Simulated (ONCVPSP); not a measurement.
# molybdenum (Mo): one change to an ONCV potential, before and after

```
Element                 : Mo
Generator               : ONCVPSP 4.0.1
Type                    : optimised norm-conserving Vanderbilt (ONCV)
Functional              : LDA (Perdew-Wang 92)
Relativity              : non-relativistic
Frozen core             : [Ar] 3d10
Valence charge          : 14
Reference configuration : 4s2 4p6 4d5 5s0.5 (charge +0.5)
Partial waves           : 4s+5s: rc 1.90 bohr, ncon 4, nbas 7, qcut 5.5 1/bohr, 2 projectors; 4p: rc 2.00 bohr, ncon 3, nbas 7, qcut 6.8 1/bohr, 2 projectors, debl 2.5 Ha; 4d: rc 1.55 bohr, ncon 4, nbas 9, qcut 5.5 1/bohr, 1 projector
Local potential         : polynomial inside 1.15 bohr (lpopt 5, dvloc0 -1 Ha)
Core correction         : Teter function, fcfact 3, rcfact 1
```

Change: core correction Teter function, fcfact 3, rcfact 2.06.

Cutoffs: the cutoffs (Ha) at which the residual kinetic energy of the hardest occupied pseudo-wave falls to 1 and 0.1 mHa per electron; they do not see the model core or the augmentation charge, which bear on the density cutoff. Errors are all-electron minus pseudo energies relative to the spin-unpolarised reference configuration.

How do hardness, ghosts and transferability respond?

The potential gets neither clearly harder nor softer (30 Ha and 118 Ha → 30 Ha and 118 Ha); of the 4 tests that both files solve, the error grows in 3 and shrinks in 0 by more than 15 % and 0.3 meV (median size 0.8 → 2.7 meV); neither file shows a bound ghost. A model core, the more so a compact one, raises the density cutoff, which this test does not measure.

```tsv
quantity	base	changed
cutoff, loose	30 Ha	30 Ha
cutoff, tight	118 Ha	118 Ha
bound ghosts	none	none
GHOST(+) flags under 300 eV	s at 78.6 eV	s at 78.6 eV
error for 4s2 4p6 4d5 5s1, meV [ΔE -2.69 eV]	-0.1	-0.4
error for 4s2 4p6 4d5 5s0, meV [ΔE 4.11 eV]	-0.3	-0.6
error for 4s2 4p6 4d4 5s0, meV [ΔE 20.02 eV]	+1.3	-4.8
error for 4s2 4p6 4d3 5s0, meV [ΔE 47.34 eV]	+14	-31
s: phases at 1.93 bohr within 0.05 rad from the reference energy up to (Ha; the scan ends near 5)	2.7	2.7
p: phases at 2.03 bohr within 0.05 rad from the reference energy up to (Ha; the scan ends near 5)	to the end of the scan	to the end of the scan
d: phases at 1.57 bohr within 0.05 rad from the reference energy up to (Ha; the scan ends near 5)	4.6	4.6
rms error of d²Exc/dni dnj with the model core, mHa	2.04	3.76
```
